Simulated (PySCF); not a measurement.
Molybdenum: a sound run and one with changed settings

Sound run: Mo²⁺ [Kr] 4d4, Mo³⁺ [Kr] 4d3. Calculation: PySCF 2.14, in aug-cc-pVDZ-PP with ECP28MDF (5s5p4d2f, 54 functions); a scalar-relativistic core potential. In the sound run the correlated levels freeze 4s2 4p6 outside the core potential. The sound run starts from symmetry-adapted Hartree-Fock orbitals and uses a fine grid where one is needed.

Changed run: all electrons correlated in a basis built for the valence shell.

```
species  method  sound run (hartree)  changed run (hartree)  converged
   Mo²⁺     MP2            -66.58247              -66.75150        yes
   Mo³⁺     MP2            -65.60873              -65.76685        yes
```

Ionisation energy of Mo²⁺:

```json
{"method": "UHF", "sound run (eV)": "26.088", "changed run (eV)": "26.088"}
{"method": "MP2", "sound run (eV)": "26.497", "changed run (eV)": "26.794"}
{"method": "SCS-MP2", "sound run (eV)": "26.225", "changed run (eV)": "26.537"}
```

A valence basis has no tight correlating functions, so it recovers only part of the core correlation, and not evenly between atom and ion.

For comparison, NIST gives 27.13 ± 0.12 eV between the lowest levels.
